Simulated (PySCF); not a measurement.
**Chlorine: a sound run and one with changed settings**

Sound run: Cl⁺ [Ne] 3s2 3p4, Cl²⁺ [Ne] 3s2 3p3. Computed with PySCF 2.14 in def2-SVP (4s3p1d, 18 functions), with the non-relativistic Hamiltonian (point nucleus). In the sound run the correlated levels freeze [Ne]. The sound run starts from symmetry-adapted Hartree-Fock orbitals and uses a fine grid where one is needed.

Changed run: a valence shell is frozen. This setting is unsound on purpose.

| species | method | sound run (hartree) | changed run (hartree) | converged |
| --- | --- | --- | --- | --- |
| Cl⁺ | MP2 | -458.97518 | -458.92960 | yes |
| Cl⁺ | CCSD(T) | -458.99536 | -458.93894 | yes |
| Cl²⁺ | MP2 | -458.12338 | -458.06851 | yes |
| Cl²⁺ | CCSD(T) | -458.14333 | -458.07405 | yes |

Ionisation energy of Cl⁺:

```csv
method,sound run (eV),changed run (eV)
UHF,22.733,22.733
MP2,23.179,23.431
SCS-MP2,23.213,23.588
CCSD,23.180,23.533
CCSD(T),23.185,23.535
```

Freezing a valence shell removes pair correlation that changes on ionisation.

For comparison, NIST gives 23.814 eV between the lowest levels.
